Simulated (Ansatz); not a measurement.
Mulliken charges of H₅O₂Si₂, SMILES `O[SiH2]O[SiH2]` radical from B3LYP/def2-TZVPP in Ansatz (PBE0-D4/def2-TZVP geometry).

```json
{"atom": "O1", "x (Å)": "-1.831", "y (Å)": "0.591", "z (Å)": "0.462", "charge (e)": "-0.392"}
{"atom": "Si2", "x (Å)": "-0.320", "y (Å)": "1.145", "z (Å)": "0.158", "charge (e)": "0.583"}
{"atom": "O3", "x (Å)": "0.746", "y (Å)": "-0.066", "z (Å)": "-0.099", "charge (e)": "-0.358"}
{"atom": "Si4", "x (Å)": "1.074", "y (Å)": "-1.436", "z (Å)": "-0.936", "charge (e)": "0.275"}
{"atom": "H5", "x (Å)": "-2.003", "y (Å)": "0.175", "z (Å)": "1.308", "charge (e)": "0.187"}
{"atom": "H6", "x (Å)": "0.207", "y (Å)": "1.915", "z (Å)": "1.310", "charge (e)": "-0.092"}
{"atom": "H7", "x (Å)": "-0.447", "y (Å)": "1.966", "z (Å)": "-1.064", "charge (e)": "-0.083"}
{"atom": "H8", "x (Å)": "2.495", "y (Å)": "-1.801", "z (Å)": "-0.672", "charge (e)": "-0.056"}
{"atom": "H9", "x (Å)": "0.169", "y (Å)": "-2.535", "z (Å)": "-0.485", "charge (e)": "-0.064"}
```

**Question.** By hand: the dipole of these point charges (1 e Å = 4.8032 D).

**Answer.** Σ q r = (0.052, 0.021, -0.030) e Å, of length 0.064 e Å = 0.31 D.

**Question.** How does the dipole of the full density compare? (Estimate.)

**Answer.** The calculation gave: (-0.021, -0.071, 0.220) e Å, 1.11 D; the point charges give 0.28 times that, at 128° from its direction, so they point the opposite way.

Point charges leave out the atoms' own dipoles, such as those of lone pairs, and Mulliken's split depends on the basis, so the two needn't agree.

B3LYP here is the variant with VWN-RPA as its local correlation; programs differ in this.
